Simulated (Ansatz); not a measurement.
Computed with Ansatz on PBE0-D4/def2-TZVP structures; ΔE is electronic, products minus reactants. CCSD(T)/CBS is the MP2 limit (def2-TZVPP, def2-QZVPP) plus CCSD(T) − MP2 in def2-TZVPP, frozen cores. DFT in def2-TZVPP. def2 core potentials past Kr. For Te outer-core shells are correlated without core-valence functions, which leaves a few kJ/mol of doubt a bond. Each species was taken in one conformer, which may not be the lowest.

Reaction (ligand exchange at a B–C bond): `[SiH3]NCBCl` + H₂Te → `ClB[TeH]` + `CN[SiH3]`

`[SiH3]NCBCl`:

Z-matrix (Å, degrees):
```
Si
N 1 1.722
H 1 1.495 2 114.8
H 1 1.487 2 107.7 3 118.9
H 1 1.485 2 108.1 3 -120.8
C 2 1.453 1 121.5 3 -68.5
H 2 1.009 1 116.1 3 76.0
B 6 1.559 2 115.1 1 -63.1
H 6 1.105 2 109.2 1 -176.3
H 6 1.101 2 114.2 1 67.5
Cl 8 1.748 6 119.0 2 165.2
H 8 1.191 6 123.7 2 -18.7
```

H₂Te:

```xyz
3

Te    0.764   -0.085    0.117
H    -0.600   -0.592    0.907
H    -0.164    0.676   -1.024
```

`ClB[TeH]`:

Z-matrix (Å, degrees):
```
B
Cl 1 1.738
Te 1 2.120 2 124.0
H 1 1.190 2 119.1 3 -180.0
H 3 1.658 1 95.2 2 0.0
```

`CN[SiH3]`:

Z-matrix (Å, degrees):
```
C
N 1 1.447
H 1 1.093 2 109.5
H 1 1.094 2 110.9 3 -117.8
H 1 1.098 2 113.8 3 120.2
Si 2 1.716 1 123.0 3 -36.9
H 2 1.007 1 113.6 3 170.5
H 6 1.486 2 107.4 1 175.3
H 6 1.488 2 108.6 1 55.3
H 6 1.496 2 115.3 1 -64.3
```

CCSD(T)/CBS gives -64.5 kJ/mol.

Task: Another level gave -63.8 kJ/mol. Which?
A. MP2/def2-TZVPP
B. CCSD/def2-TZVPP
C. HF/def2-TZVPP
D. PBE0/def2-TZVPP

Result: D. PBE0 -63.8, HF/def2-TZVPP -52.0, MP2/def2-TZVPP -68.8, CCSD/def2-TZVPP -57.9 kJ/mol.

Largest T1 diagnostic among the species: 0.014.

From PBE to PBE0 (25 % exact exchange), in def2-TZVPP and without D4, ΔE moves by +3.6 kJ/mol. In def2-TZVPP, CCSD(T) changes the Hartree–Fock value by −9.2 kJ/mol (the triples alone add −3.3 kJ/mol) and MP2 by −16.8 kJ/mol.
